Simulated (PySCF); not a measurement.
Working out the excitation energy of F²⁺

F²⁺ [He] 2s2 2p3 (4S) → F²⁺ [He] 2s2 2p2 3s1 (4P). Calculation: PySCF 2.14, in aug-cc-pVTZ (5s4p3d2f, 46 functions); the non-relativistic Hamiltonian (point nucleus). Frozen: 1s2. Energies in hartree (1 hartree = 27.21139 eV):

| part | F²⁺ (lower) | F²⁺ (upper) |
| --- | --- | --- |
| UHF | -97.603766 | -96.154309 |
| CCSD correlation | -0.113799 | -0.113759 |
| (T) | -0.001196 | -0.001933 |

Q: What does Hartree-Fock give?

A: (-96.154309) − (-97.603766) = 1.449457 hartree = 39.442 eV.

Q: What do CCSD and CCSD(T) give?

A: The CCSD correlation energies differ by 0.000040 hartree = 0.001 eV and the triples by -0.000737 hartree = -0.020 eV, so CCSD gives 39.443 eV and CCSD(T) 39.423 eV.
